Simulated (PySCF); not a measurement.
## A survey of 29Si NMR shifts

PySCF 2.14 calculation with geometry from GFN2-xTB and PBE0/pcSseg-1 with gauge-including orbitals; no relativistic terms, a single conformation, fast rotation and ring inversion assumed for equivalent nuclei, no solvent.

Shieldings were converted by a linear fit to measured shifts: 29Si (scatter 8.9 ppm rms, 25.8 ppm with the 6 outliers that the fit left out vs TMS, solution or neat liquid). A few per cent of atoms miss by over 2 rms, more outside the fitted compound classes.

**Question.** Give the 29Si shifts of `CC[C@@]1([SiH3])CCCSC1`, `CC#C[Si@@H]1C[Si@H](F)[SiH2]1`, `C[C@@H]([SiH3])[C@](C)(C=O)C[SiH3]`.

**Answer.** 
```csv
compound,environment,δ (ppm)
CC[C@@]1([SiH3])CCCSC1,"silicon bonded to C, 3 H",-48.3
[CH3:1][C:2]#[C:3][Si@@H:4]1[CH2:5][Si@H:6]([F:7])[SiH2:8]1,"Si6: silicon bonded to C, F, Si, H, in a 4-membered ring",30.7
[CH3:1][C:2]#[C:3][Si@@H:4]1[CH2:5][Si@H:6]([F:7])[SiH2:8]1,"Si4: silicon bonded to 2 C, Si, H, in a 4-membered ring",-56.5
[CH3:1][C:2]#[C:3][Si@@H:4]1[CH2:5][Si@H:6]([F:7])[SiH2:8]1,"Si8: silicon bonded to 2 Si, 2 H, in a 4-membered ring",-67.2
[CH3:1][C@@H:2]([SiH3:3])[C@:4]([CH3:5])([CH:6]=[O:7])[CH2:8][SiH3:9],"Si3: silicon bonded to C, 3 H",-63.5
[CH3:1][C@@H:2]([SiH3:3])[C@:4]([CH3:5])([CH:6]=[O:7])[CH2:8][SiH3:9],"Si9: silicon bonded to C, 3 H",-71.6
```

**Question.** Order these by 29Si shift, lowest first.
A. C[SiH2]C(C)(C)C
B. CC#C/C=N\[SiH2]P
C. CC[Si@@H](Cl)SCSC
D. CC[Si@@H](C)SC1(C)CC1

**Answer.** B (-48.9 ppm, silicon bonded to N, P, 2 H), A (-27.9 ppm, silicon bonded to 2 C, 2 H), D (-6.9 ppm, silicon bonded to 2 C, S, H), C (7.8 ppm, silicon bonded to C, Cl, S, H).
